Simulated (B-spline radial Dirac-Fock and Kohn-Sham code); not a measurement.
**Xe 4p1/2: cross section and angular parameters**

System: atomic xenon in the configuration [Kr] 4d10 5s2 5p6; threshold 146.7 eV (tabulated edge). Level of theory: Dirac-Hartree-Slater photoionisation with a Latter tail; cross sections with all multipoles, angular parameters from the dipole term and its interference with E2; a radial atomic solver.

The run's input, task.json:

```json
{"items": [{
  "Z": 54,
  "q": 0,
  "cfg": [[1, 0, 2], [2, 0, 2], [2, 1, 6], [3, 0, 2], [3, 1, 6], [3, 2, 10], [4, 0, 2], [4, 1, 6], [4, 2, 10], [5, 0, 2], [5, 1, 6]],
  "A": 132,
  "rrms": 4.7859,
  "do": "xps",
  "hv": [53.4, 60, 109.0, 143.0, 153.0, 154.0, 200, 310.0, 356.0, 460.0, 784.0, 800, 850.0, 1310.0, 1460.0, 1486.9, 1780.0, 2000, 3200.0, 3400.0, 4000, 4090.0, 5060.0, 6000, 6780.0, 6820.0, 8770.0, 8850.0, 13600.0, 15000],
  "edges": {"K": 34561.0, "L1": 5453.0, "L2": 5107.0, "L3": 4786.0, "M1": 1148.7, "M2": 1002.1, "M3": 940.6, "M4": 689.0, "M5": 676.4, "N1": 213.2, "N2": 146.7, "N3": 145.5, "N4": 69.5, "N5": 67.5}
}]}
```

Launch: `python xray2_run.py task.json out`

For linearly polarised light dσ/dΩ = σ/(4π) [1 + β P₂(cos θ) + (δ + γ cos²θ) sin θ cos φ], with θ from the polarisation vector and φ the angle between the beam and the projection of the electron momentum on the plane normal to the polarisation.

```tsv
hν (eV)	σ (kb)	β	γ	δ
200	104	-0.327	0.040	-0.007
310	95.5	0.780	0.082	0.046
356	89.3	1.007	0.180	0.037
460	74.7	1.301	0.266	0.021
784	42.0	1.596	0.153	0.003
800	41.0	1.602	0.145	0.003
850	?	?	?	?
1310	19.9	1.686	-0.005	-0.001
1460	16.6	1.690	-0.019	-0.001
1486.9	16.1	1.691	-0.020	-0.001
1780	11.7	1.690	-0.018	-0.001
2000	9.45	1.684	-0.001	-0.001
3200	3.71	1.630	0.192	0.002
3400	3.27	1.620	0.230	0.003
4000	2.30	1.589	0.347	0.006
4090	2.19	1.585	0.365	0.007
5060	1.35	1.538	0.549	0.013
6000	0.903	1.496	0.716	0.020
6780	0.670	1.463	0.843	0.027
6820	0.660	1.461	0.849	0.027
8770	0.350	1.387	1.128	0.046
8850	0.342	1.384	1.138	0.046
13600	0.108	1.239	1.644	0.096
15000	0.0821	1.203	1.760	0.111
```

Question: Give the values at 850 eV.

Answer: σ = 37.8 kb, β = 1.619, γ = 0.123, δ = 0.002.

Values without a named source are computed, but for edge energies of neutral atoms, which are taken from tables.
